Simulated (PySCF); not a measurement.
SMILES C(C1(COC)CC1)(F)(F)Cl, C6H9ClF2O

Cartesian coordinates in Å; atom numbers follow the order of the lines, from 1:
```xyz
19

C     2.820   -0.469    0.161
O     1.434   -0.693    0.191
C     0.689    0.486    0.029
C    -0.793    0.150    0.050
C    -1.666    1.366   -0.089
F    -2.966    1.059   -0.230
F    -1.348    2.097   -1.179
Cl   -1.525    2.449    1.336
C    -1.272   -1.133   -0.573
C    -1.293   -0.972    0.914
H     3.134   -0.046   -0.801
H     3.292   -1.439    0.302
H     3.132    0.211    0.963
H     0.918    1.198    0.839
H     0.943    0.971   -0.929
H    -0.511   -1.765   -1.000
H    -2.208   -1.120   -1.110
H    -2.243   -0.842    1.409
H    -0.549   -1.500    1.487
```

The calculation used GIAO BHandHLYP/pcSseg-1 magnetisability, rotational g tensor and spin-rotation constants, non-relativistic, gas phase (PySCF 2.14.0). Geometry: GFN2-xTB.

**Question.** What are the magnetisability and the molar susceptibility?

**Answer.** Isotropic -1730 × 10⁻³⁰ J/T², or -104.2 × 10⁻⁶ cm³/mol; principal values -1809, -1723, -1658 × 10⁻³⁰ J/T², anisotropy 131 × 10⁻³⁰ J/T² (root of half the summed squared differences of the principal values). The susceptibility is in cgs units.

**Question.** Split it along the inertial axes a, b, c into diamagnetic and paramagnetic parts about the centre of mass, with the quadrupole moment.

**Answer.** 
```
axis  χ (10⁻⁶ cm³/mol)  diamagnetic (10⁻⁶ cm³/mol)  paramagnetic (10⁻⁶ cm³/mol)  summed x² of all electrons (Å²)  quadrupole Θ (D Å)
   a            -108.2                      -799.5                        691.3                            318.1               +1.33
   b            -102.3                     -1635.3                       1533.0                            121.0               +1.17
   c            -102.0                     -1862.9                       1760.9                             67.4               -2.50
```
Anisotropies 2χaa − χbb − χcc = -12.0 and 2χbb − χaa − χcc = +5.5 × 10⁻⁶ cm³/mol. Θ is traceless in Buckingham's convention.

**Question.** And the rotational g tensor?

**Answer.** 
```csv
axis,rotational constant (GHz),g,nuclear part,electronic part
a,1.7210,-0.0061,0.5528,-0.5589
b,0.7615,-0.0048,0.5436,-0.5484
c,0.6662,-0.0036,0.5475,-0.5511
```
Asymmetric top; isotopes 12C, 35Cl, 19F, 1H, 16O; no vibrational averaging.
